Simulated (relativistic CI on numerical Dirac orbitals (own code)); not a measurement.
# Cr⁵⁺ in a cubic cluster: 3p photoemission with charge transfer

Computed with a charge-transfer multiplet model of a cubic metal-ligand cluster with up to 2 ligand holes, Slater and spin-orbit integrals from Dirac-Coulomb-Breit ions, Slater integrals scaled by 0.9. The ground state mixes d1 with configurations of k ligand holes L, whose averages lie at kΔ + k(k − 1)U_dd/2; a core hole lowers each added d electron by U_cd. 300 K, Lorentzian 0.9 eV and Gaussian 0.8 eV FWHM.

Atomic integrals in eV (Slater integrals scaled, ζ unscaled), ground: F2dd 10.549, F4dd 6.644, zeta_d 0.045; with the core hole: F2dd 10.549, F4dd 6.644, zeta_d 0.049, zeta_core 0.782, F2cd 12.227, G1cd 14.825, G3cd 9.275. Where a configuration has fewer than two d electrons, the dd integrals are those of d2.

Cluster parameters (eV): U_dd = 5.3, U_cd = 6, 10Dq = 1.65, 10Dq(ligand) = 0.2, V(eg) = 2.3, V(t2g) = -1.08, final-state hopping factor = 1.

Weights, n_d and S are thermal averages at 300 K. Binding energies count from the first peak over 30 % of the highest in each spectrum, which can be another peak from case to case. The parameters are a model scan and need not match a compound or its usual spin state. Peaks in eV (height, largest 100): 0.0 (100), 1.4 (98), 2.9 (98), 6.8 (49), 11.1 (14), 15.6 (26), 19.8 (10), 22.2 (10), 26.2 (7).

(1) Which parameters give this spectrum?
A. Δ = 0.3 eV
B. Δ = 1.3 eV
C. Δ = -2.7 eV

Results:

(1) C. Δ = -2.7 eV; the ground state then has 2.16 d electrons and S = 0.50. The choice follows from running the model for each set and comparing peak positions and heights. The space is cut while the next configuration still counts.
